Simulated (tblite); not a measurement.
Level: GFN2-xTB in tblite, geometry and Hessian alike; calculated harmonic values, unscaled, isolated species. This tight-binding method is rough: wavenumbers can miss measured ones by several per cent, in bad cases by 10 to 20. Modes of hydrogen on silicon can be 10 to 20 % off. One conformer each. Open shells enter through the occupations alone, without spin polarisation, and single modes of such species can be off by tens of per cent. Thermal functions are those of the rigid rotor and harmonic oscillator, without mixing of conformers.

**Question.** Order these by their zero-point energy, highest first (kcal/mol).
A. `FC(F)=C(F)[C@H]1[CH]SC1` [radical]
B. `[CH2][C@@H](C(=O)O)[SiH2]O` [radical]
C. `c1[c]c(O)c(O)cc1` [radical]
D. `CO[CH]CC=O` [radical]
E. `[CH2][C@@H](N)C(F)(F)F` [radical]
F. `FC[C@@H]([S])CC(F)(F)F` [radical]

**Answer.** D (63.2), B (59.0), C (57.9), F (55.5), E (49.7), A (48.8).

```
                   SMILES  atoms  mass (u)  symmetry number  modes under 300 cm⁻¹  ZPE (kcal/mol)  S translation (cal/(mol K))  S rotation  S vibration  S spin     S    Cp
               CO[CH]CC=O     13     87.04                1                     5            63.2                         37.3        25.5         12.1     1.4  76.3  20.9
[CH2][C@H]([SiH2]O)C(=O)O     14    119.02                1                     6            59.0                         38.3        26.8         14.4     1.4  80.8  26.6
             Oc1[c]cccc1O     13    109.03                1                     3            57.9                         38.0        26.6          6.4     1.4  72.3  20.4
   FC[C@@H]([S])CC(F)(F)F     14    161.00                1                     6            55.5                         39.2        28.7         18.0     1.4  87.3  26.7
   [CH2][C@@H](N)C(F)(F)F     12    112.04                1                     5            49.7                         38.1        26.1         12.2     1.4  77.8  23.5
  FC(F)=C(F)[C@H]1[CH]SC1     13    153.00                1                     6            48.8                         39.0        28.4         16.8     1.4  85.7  25.7
```

Entropies and Cp are for 200 K and 1 bar.
